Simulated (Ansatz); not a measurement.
HgS2, relaxed as a singlet with RKS PBE0-D4/def2-TZVP in Ansatz, starting from the GFN1-xTB geometry. Force threshold 0.02 eV/Å.

In the def2 sets Hg takes a core potential; there is no spin–orbit coupling. The restricted singlet is unstable: a solution with broken spin symmetry lies lower. At PBE0-D4/def2-TZVP a triplet of charge 0 lies 1.19 eV below the restricted singlet, each at its own geometry. The structure comes from a short search, and lower isomers may exist.

Start:

```
atom   x (Å)   y (Å)   z (Å)
 Hg1   0.426   0.610   0.551
  S2  -1.894   0.342   0.308
  S3   1.468  -0.953  -0.859
```

Estimate the energy that the relaxation releases and the steps that it takes.

99.8 kJ/mol, in 7 steps; 11 s on 2 threads of Arm Neoverse V2 on a shared host. No frequencies were taken in this run, so the end may be a saddle point.

Does the start keep its bonding and symmetry?

By distances, no bond broke or formed. The bond that changes most is Hg1–S3, from 2.35 to 2.23 Å (atoms count from 1). Point group C2v at the start, D∞h at the end, both within 0.05 Å.

Predict the relaxed structure.


```tsv
atom	x (Å)	y (Å)	z (Å)
Hg1	0.0001	0.0002	0.0001
S2	-1.9772	0.7609	0.6859
S3	1.9771	-0.7610	-0.6860
```
Bond lengths: 2 × Hg–S 2.23 Å.
